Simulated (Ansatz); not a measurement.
## Energy on a grid of two coordinates

SnH₃F (SMILES [F][SnH3]), closed shell, PBE0-D4/def2-TZVP minimum:

```
5
angstrom
F -1.2850 0.7183 1.0050
Sn 0.1004 -0.0659 -0.0790
H -0.5284 -0.0548 -1.6591
H 0.3189 -1.6265 0.5606
H 1.4441 0.9552 0.1310
```

Rows set the bond length F1–Sn2 (Å; 1.926 at the minimum), columns the angle F1–Sn2–H4 (°; 104.7), set in this order; the parts move rigidly, in a bend the first-named atom's side turns in the plane, and in a torsion the whole end group turns. CCSD(T) energies count from the value at that structure, in kcal/mol. Computed with Ansatz 0.2.0 (basis: def2-TZVPP); correlated methods freeze the cores. Filled d shells of the heavier atoms are correlated. Core potentials replace the inner electrons of the atoms past krypton. The def2 sets are not built for correlating such inner shells, so the correlated values are less sure here.

```csv
F1–Sn2 \ F1–Sn2–H4,74.7,84.7,94.7,104.7,114.7,124.7,134.7
1.733,31.91,21.27,15.56,13.79,15.41,20.16,?
1.790,23.32,13.17,7.70,6.00,7.56,12.13,19.66
1.872,16.88,7.44,2.31,0.71,2.18,6.50,13.59
1.968,15.44,6.79,2.05,0.57,1.94,5.95,12.55
2.074,18.61,10.77,6.44,5.07,6.33,10.04,16.10
2.189,25.21,18.18,?,13.01,14.16,17.55,23.08
2.311,33.97,?,24.16,23.04,24.09,27.17,32.18
```

Problem. Fill in the withheld cells. (Judge from chemistry; the value comes from the calculation.)

Solution. Computed: (1.733, 134.7): 27.99; (2.189, 94.7): 14.25; (2.311, 84.7): 27.70 kcal/mol. These count from the CCSD(T) energy at the PBE0-D4 minimum.

The same grid for a cheaper method: PBE-D4 − CCSD(T), both counted from the minimum, in kcal/mol:
```csv
F1–Sn2 \ F1–Sn2–H4,74.7,84.7,94.7,104.7,114.7,124.7,134.7
1.733,1.49,2.30,2.77,2.91,2.79,2.42,1.82
1.790,0.69,1.50,1.96,2.10,1.98,1.63,1.03
1.872,-0.54,0.27,0.72,0.86,0.74,0.39,-0.19
1.968,-2.04,-1.24,-0.80,-0.67,-0.79,-1.12,-1.68
2.074,-3.68,-2.91,-2.48,-2.35,-2.47,-2.79,-3.33
2.189,-5.37,-4.63,-4.22,-4.10,-4.20,-4.52,-5.04
2.311,-7.02,-6.30,-5.91,-5.80,-5.90,-6.21,-6.72
```

The T1 diagnostic stays at or below 0.019.

For scale, one of the runs: CCSD(T)/def2-TZVPP, 123 basis functions (an equivalent command: `ansatz run in.yaml --threads 2`). The run took 18 s on 2 CPU threads (shared host), with 0.67 GiB of host memory at its peak.
